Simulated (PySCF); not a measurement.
Species: C$_{4}$H$_{5}$OSi, net charge 0, doublet state. It need not be the lowest isomer of its formula. SMILES: [c]1occ(c1)[SiH3]
Geometry: optimised at B3LYP-D3(BJ)/def2-TZVP (Ansatz).

Dispersion corrections to the total energy (kcal/mol) from the dftd3 and dftd4 libraries through PySCF: D3(BJ) without and D4 with the three-body term, each with the damping fitted for the functional named.

```json
[
 {"functional": "B2GP-PLYP", "D3(BJ)": "-4.27", "D4": "-2.70"},
 {"functional": "BP86", "D3(BJ)": "-10.17", "D4": "-8.57"},
 {"functional": "TPSSh", "D3(BJ)": "-7.26", "D4": "-7.84"},
 {"functional": "BHLYP", "D3(BJ)": "-8.71", "D4": "(withheld)"},
 {"functional": "HF", "D3(BJ)": "-50.18", "D4": "-23.32"},
 {"functional": "PW6B95", "D3(BJ)": "-3.29", "D4": "(withheld)"},
 {"functional": "HSE06", "D3(BJ)": "-4.23", "D4": "(withheld)"}
]
```

Problem. Some entries are withheld; supply them.

Solution. 
- BHLYP, D4: -7.65
- PW6B95, D4: -5.56
- HSE06, D4: -5.00
